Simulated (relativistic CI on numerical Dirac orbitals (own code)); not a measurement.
Fe2+: 3s photoemission

Computed with this model: Dirac-Coulomb-Breit CI, separate exchange-only KLI orbitals for each configuration, QED by a radiative potential, valence Slater integrals scaled by 0.8, multiplet model of photoemission in the sudden approximation; configurations [Ar] 3d6 → [Ne] 3s 3p6 3d6; 80 K; Lorentzian 1.05 eV and Gaussian 0.6 eV FWHM. Energies are those of the free ion, without screening or charge transfer. The energies are binding energies and can lie tens of eV above those of solids. Without intra-shell correlation the exchange splitting of an s hole comes out too large, often by half or more. S is read from ⟨S²⟩ = S(S + 1).

Field parameters in Wybourne normalisation: Oh B⁴₀ = 21Dq, B⁴₄ = √(5/14) B⁴₀. The field is a parameter set, without covalency.

free ion: ground-state S = 2.00, centroid 129.45 eV. Peaks (eV, height): 125.6 (100), 135.4 (67).

Oh, 10Dq = 23250 cm⁻¹: ground-state S = 0.01, centroid 129.88 eV. Peaks (eV, height): 129.8 (100).

Strongest unbroadened transitions for Oh, 10Dq = 23250 cm⁻¹:

```
Energy (eV)  Relative strength
     129.47               10.0
     129.91              100.0
     135.37                0.0
     135.38                0.1
```
